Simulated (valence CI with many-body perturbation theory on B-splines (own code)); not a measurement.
**Sensitivity of CI+MBPT for La XXXV**

Calculated by configuration interaction combined with many-body perturbation theory (CI+MBPT): five valence electrons over a frozen Dirac-Fock core [Ar], radial functions for each j: 6 s, 6 p, 5 d, 5 f, 1 g, with the one-electron correlation potential Σ1 (screened to all orders), the two-electron term Σ2, the three-electron term Σ3, Breit, model QED; selected single and double excitations, second order for the rest, scaled by the run's own slope (own B-spline code, finite nucleus).

The last digits are not significant, and no measured levels were compared; by estimate large intervals hold to a few tenths of a per cent, small ones and those within an open d or f shell to about a per cent. Among the levels kept, up to 570 cm⁻¹ of a level comes from second order outside the variational space, and about a tenth of that is noise between levels of different J, which matters for small intervals. Only levels of the ground parity were solved; by the run's estimate the other parity begins above the list, which can be wrong where configurations are misplaced.

The reference run has the lowest level (3d3/2^4 3d5/2) J=5/2 and an ionisation energy of 2258.81 eV. Its largest variational space holds 9924 state functions.

Levels are named by their leading jj configuration (3d3/2^4 stands for four electrons in 3d with j = 3/2), which in mixed levels can hold well under half, so a name can repeat and another be missing. Letters in brackets count levels of one name in rising energy.

Changed runs:
A. scale of Σ1 1 → 0; scale of Σ2 1 → 0; three-electron term on → off
B. screening of Σ1 on → off
C. orbitals per symmetry with explicit Σ2 and valence Breit (the others get mean screening factors) 5 → 1
D. Davidson iteration limit 60 → 2 (bad on purpose)

Excitation energies of the reference run in cm⁻¹, and shifts in cm⁻¹:

| Level | Reference | A | B | C | D |
| --- | --- | --- | --- | --- | --- |
| (3d3/2^3 3d5/2^2) J=5/2 [a] | 110286 | -1153 | +64 | +167 | +0.1 |
| (3d3/2^3 3d5/2^2) J=7/2 [a] | 177879 | -398 | +81 | +218 | -0.9 |
| (3d3/2^3 3d5/2^2) J=3/2 [a] | 183873 | +1713 | +83 | +183 | -0.2 |
| (3d3/2^3 3d5/2^2) J=11/2 | 187399 | -2070 | +85 | +340 | -0.2 |
| (3d3/2^3 3d5/2^2) J=9/2 | 208608 | -1168 | +95 | +255 | 0 |
| (3d3/2^3 3d5/2^2) J=5/2 [b] | 216416 | -39 | +110 | +167 | +0.2 |
| (3d3/2^3 3d5/2^2) J=1/2 | 226172 | +1654 | +108 | +184 | -0.9 |
| (3d3/2^3 3d5/2^2) J=7/2 [b] | 256279 | +2836 | +95 | +230 | -1.1 |
| (3d3/2^2 3d5/2^3) J=5/2 [a] | 282925 | -1482 | +161 | +338 | +0.3 |
| (3d3/2^3 3d5/2^2) J=3/2 [b] | 311459 | +1406 | +131 | +421 | 0 |
| (3d3/2^2 3d5/2^3) J=7/2 [a] | 314198 | -1622 | +185 | +280 | -1.4 |
| (3d3/2^2 3d5/2^3) J=11/2 | 320494 | -5395 | +188 | +530 | -0.2 |
| Ionisation energy (eV) | 2258.81 | -12.16 | -0.08 | +0.39 | -0.00014 |

Run D: The Davidson iterations stopped at their limit.
